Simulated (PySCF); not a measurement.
# Worked example: chemical shift, span and skew from a shielding tensor

B(CF3)(H)(OMe) (C2H4BF3O), SMILES COBC(F)(F)F. Atoms are numbered in the order given.

```xyz
11

B     -0.2183    -0.2729     1.1539
C      0.6073     0.5037     0.0000
F     -0.1804     1.3856    -0.6511
F      1.0803    -0.3535    -0.9266
F      1.6523     1.1868     0.4700
H      0.0688    -0.1252     2.3154
O     -1.2267    -1.0873     0.8554
C     -1.7076    -1.3917    -0.4395
H     -1.1768    -2.2705    -0.8337
H     -2.7754    -1.6325    -0.3525
H     -1.5805    -0.5506    -1.1353
```
Charge 0, spin multiplicity 1.

Coordinates come from a PBE0-D3(BJ)/def2-SVP optimisation. One conformer was computed; it need not be the lowest.

GIAO shieldings from PBE0/pcSseg-1 run with PySCF, non-relativistic, no solvent. The symmetric part of the tensor of C2 has the principal values 49.9, 51.9, 68.4 ppm. The same nucleus in TMS has σ = 186.3 ppm at this level (PySCF, at its B3LYP-D3(BJ)/def2-TZVP geometry).

Q: Work out the isotropic shielding, the ¹³C shift against TMS, the span and the skew.

A: 
σ(iso) = (σ11 + σ22 + σ33)/3 = 56.7 ppm. δ = σ(ref) − σ(iso) = 186.3 − (56.7) = 129.6 ppm.
Span Ω = σ33 − σ11 = 18.5 ppm. Skew κ = 3(σ(iso) − σ22)/Ω = 0.78. Tumbling in solution averages the tensor to δ; in a static solid the shielding alone would spread this spin-1/2 line over Ω.
